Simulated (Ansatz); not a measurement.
BH$_{4}$NSSiZn (`B[N]1[SiH2][S][Zn]1`). Charge 0, multiplicity 1. The structure was optimised at the PBE0-D4/def2-TZVP level.

```xyz
9

B    -0.487    1.625    0.289
N    -0.554    0.266   -0.006
Si    0.772   -0.894   -0.103
S    -0.281   -2.724   -0.606
Zn   -1.775   -1.115   -0.434
H     0.580    2.138    0.518
H    -1.483    2.298    0.320
H     1.745   -0.548   -1.170
H     1.482   -1.046    1.192
```

What is the dipole moment at B3LYP/def2-TZVPP? (An estimate is asked.)

Ansatz gave: 3.11 D, with components (-3.07, -0.29, -0.41) D in this frame, pointing from negative to positive charge.

And with PBE, r2SCAN, ωB97M-V? (Best estimate.)

Ansatz gave: PBE 2.74 D, r2SCAN 3.06 D, ωB97M-V 3.64 D.

Give the Mulliken charges with B3LYP, PBE, ωB97M-V in def2-TZVPP. (An estimate is asked.)

The calculation gave: 
```csv
atom,B3LYP,PBE,ωB97M-V
B1,-0.11,-0.12,-0.14
N2,-0.11,0.01,-0.21
Si3,0.49,0.41,0.39
S4,-0.39,-0.34,-0.37
Zn5,0.27,0.18,0.33
H6,0.00,-0.01,0.03
H7,-0.01,-0.02,0.02
H8,-0.07,-0.06,-0.03
H9,-0.07,-0.06,-0.03
```

B3LYP here is the variant with VWN-RPA as its local correlation; programs differ in this.
